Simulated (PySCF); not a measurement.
# Correlation energy of Pt⁶³⁺ (platinum, charge +63)

[Ne] 3s2 3p3, high-spin 4S determinant. All numbers are calculated (PySCF 2.14, the spin-free X2C one-electron Hamiltonian (Gaussian nucleus), in an even-tempered Gaussian basis (17 s from 18 bohr⁻², ratio 2.5; 12 p from 24 bohr⁻², ratio 2.5; 4 d from 92 bohr⁻², ratio 2.7; 4 f from 140 bohr⁻², ratio 2.7)). Frozen: 1s2; 13 electrons correlated; the 20 highest virtual orbitals of each spin left out.

| level | correlation energy (mhartree) |
| --- | --- |
| CCSD | -570.54 |
| (T) | -0.40 |
| CCSD(T) | -570.94 |

Diagnostics: T1 = 0.00011, D1 = 0.0003, largest double amplitude 0.014.

Spin-orbit coupling is strong in this species (close to jj coupling), so the high-spin LS determinant is a model state, not a physical level.

Cost of the coupled-cluster step: about 40 core-seconds, for 13 correlated electrons.

Iterations:

```
CC2 = 0
CCSD nocc = (np.int64(8), np.int64(5)), nmo = (80, 80)
frozen orbitals [[0, 81, 82, 83, 84, 85, 86, 87, 88, 89, 90, 91, 92, 93, 94, 95, 96, 97, 98, 99, 100], [0, 81, 82, 83, 84, 85, 86, 87, 88, 89, 90, 91, 92, 93, 94, 95, 96, 97, 98, 99, 100]]
max_cycle = 100
direct = 0
conv_tol = 1e-08
conv_tol_normt = 1e-06
diis_space = 8
diis_start_cycle = 0
Init t2, MP2 energy = -0.560945074089943
Init E_corr(UCCSD) = -0.560945074089943
cycle = 1  E_corr(UCCSD) = -0.569304606952903  dE = -0.00835953286  norm(t1,t2) = 0.0039449
cycle = 2  E_corr(UCCSD) = -0.570387131144916  dE = -0.00108252419  norm(t1,t2) = 0.000534198
cycle = 3  E_corr(UCCSD) = -0.570545315874548  dE = -0.00015818473  norm(t1,t2) = 7.57797e-05
cycle = 4  E_corr(UCCSD) = -0.570544585367716  dE = 7.30506831e-07  norm(t1,t2) = 1.69298e-06
cycle = 5  E_corr(UCCSD) = -0.570544584169932  dE = 1.19778398e-09  norm(t1,t2) = 9.65338e-09
UCCSD converged
E(UCCSD) = -13820.46301750504  E_corr = -0.5705445841699324
UCCSD(T) correction = -0.000400684732716081
```

At this charge the one-electron X2C treatment keeps the bare 1/r₁₂, with no two-electron picture change or Breit term. The effect here is smaller than on the frozen 1s shell; and a scalar Hamiltonian misses the large spin-orbit splitting of the p shells, which matters for ns² → np² pairs.

Spin-orbit coupling is strong in this species, so the high-spin LS determinant is a model state.
